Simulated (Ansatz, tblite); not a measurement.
Removing and adding an electron: WF6. Charge 0, multiplicity 1. Geometry: PBE-D4/def2-SVP. Ansatz, gas phase; energy differences of separate SCF runs; the oxidised species was run as a doublet alone; the reduced species was run as a doublet alone.

```xyz
7

W     0.000    0.000    0.000
F    -0.096    1.314    1.315
F     0.095   -1.314   -1.315
F    -0.438    1.263   -1.294
F     0.438   -1.263    1.294
F    -1.806   -0.376    0.244
F     1.806    0.376   -0.244
```

In the def2 sets W takes a core potential; there is no spin–orbit coupling. The xTB rows come from tblite. Correlated methods freeze 6 core orbitals; core or outer-core shells of W are correlated, in sets that lack core-valence functions. The rows differ in basis, and correlated rows in double-zeta sets carry the largest basis error. In CCSD on the charge 1 doublet the largest single amplitude is 0.35, so its Hartree–Fock determinant may place the open shell otherwise than the density functionals do. HOMO above LUMO, or a gap near zero within one spin, warns that the state may not be the lowest or that an electron is smeared out.

| level | −HOMO (eV) | vertical IE (eV) | −LUMO (eV) | vertical EA (eV) | HOMO–LUMO gap (eV) | IE − EA (eV) | remarks |
| --- | --- | --- | --- | --- | --- | --- | --- |
| GFN1-xTB | 14.58 | – | 8.24 | 5.11 | 6.34 | – | – |
| GFN2-xTB | 15.61 | 18.73 | 8.46 | 5.70 | 7.15 | 13.03 | – |
| HF/def2-SVP | – | 15.42 | – | – | – | – | – |
| PBE-D4/def2-TZVP | 10.65 | 13.91 | 5.41 | – | 5.24 | – | gap within one spin near zero (+1 doublet) |
| PBE-D4/def2-TZVPD | 10.66 | – | 5.42 | 1.99 | 5.24 | – | HOMO above zero (-1 doublet), gap within one spin near zero (-1 doublet) |
| PBE0-D4/def2-TZVP | 12.79 | 15.05 | 4.94 | – | 7.85 | – | – |
| PBE0-D4/def2-TZVPD | 12.78 | – | 4.92 | 2.72 | 7.86 | – | – |
| r2SCAN0-D4/def2-TZVP | 13.21 | 15.35 | 5.02 | – | 8.19 | – | – |
| r2SCAN0-D4/def2-TZVPD | 13.17 | – | 4.96 | 2.93 | 8.21 | – | – |
| MP2/def2-SVP | – | 16.06 | – | – | – | – | – |
| CCSD/def2-SVP | – | 15.88 | – | – | – | – | – |
| CCSD(T)/def2-SVP | – | 15.50 | – | – | – | – | – |

   A HOMO above zero means that the electron is unbound at that level or that self-interaction error raises the level; the energy of removing that electron tells which. Raw xTB energy differences between charge states are shifted by several eV; the methods need an empirical correction for them.
